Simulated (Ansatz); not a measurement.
Job for Ansatz (a quantum-chemistry and plane-wave program): R-wB97X-V/def2-TZVPPD on GeH4 (SMILES [GeH4]) with ghost functions, monomers drawn apart or pushed together. Files ending in .json are basis or fitting sets from the Basis Set Exchange.

Ansatz 0.2 input:
```yaml
crystal:
  periodic: [false, false, false]
  atoms:
    - {symbol: Ge, position_ang: [-0.04433610, 0.86510137, 6.77184824]}
    - {symbol: H, position_ang: [-0.04770189, 2.21538233, 6.04266889]}
    - {symbol: H, position_ang: [1.20345316, 0.06413575, 6.37414225]}
    - {symbol: H, position_ang: [-1.30667984, 0.07372466, 6.40396830]}
    - {symbol: H, position_ang: [-0.02250502, 1.10838015, 8.29137023]}
basis:
  gaussian:
    orbitals: def2-TZVPPD.json
    ghost_atoms:
      - {symbol: C, position_ang: [0.37314402, 0.25876232, 0.06213617]}
      - {symbol: C, position_ang: [-0.34393599, -0.83910783, 0.24960452]}
      - {symbol: H, position_ang: [-0.07468209, 1.17791070, -0.29574088]}
      - {symbol: H, position_ang: [1.43727313, 0.28469253, 0.26315393]}
      - {symbol: H, position_ang: [0.10391927, -1.75658241, 0.61181444]}
      - {symbol: H, position_ang: [-1.40888836, -0.86497179, 0.05307955]}
hamiltonian:
  xc: {name: wB97X-V}
scf: {lower_state_search: off}
```

Output:

```
WARN ansatz: RAYON_NUM_THREADS=1 ignored (pool sized by the plan → 1); use --threads N
Functional definition: wB97X-V
these checks for a lower state are left out or cut short: stability, starts, cluster_reference, orbital_swaps, neighbouring_geometries, increment
integrals: 0.20 GiB planned
1170 factors; their error is unknown
integrals: 0.23 GiB planned
375 factors; integrals over basis functions are off by at most 3.4e-5 eV
mean field: 1.57 GiB planned
mean field evaluation 1: about -56577.4341 eV, gradient 1.6e1 eV
mean field evaluation 2: about -56577.5588 eV, gradient 1.5e1 eV
mean field evaluation 4: about -56577.6954 eV, gradient 1.2e-1 eV
mean field evaluation 8: about -56577.8503 eV, gradient 1.3e-2 eV
mean field -56577.85033524 eV, -2079.1976499756 hartree, gradient 4.8e-6 eV, S^2 0.000000; 0 other end points of the search recorded, 0 dependent functions left out
reference -56577.85033360 eV, -2079.1976499156 hartree; 18, 18 occupied and 246, 246 virtual orbitals, 1170 factors
Total energy: -56577.85033360 eV, -2079.1976499156 hartree
Checks for a lower state left out: stability, starts, cluster_reference, orbital_swaps, neighbouring_geometries, increment
```

The run converged.

Cost: about 8 core-seconds (a rough figure).
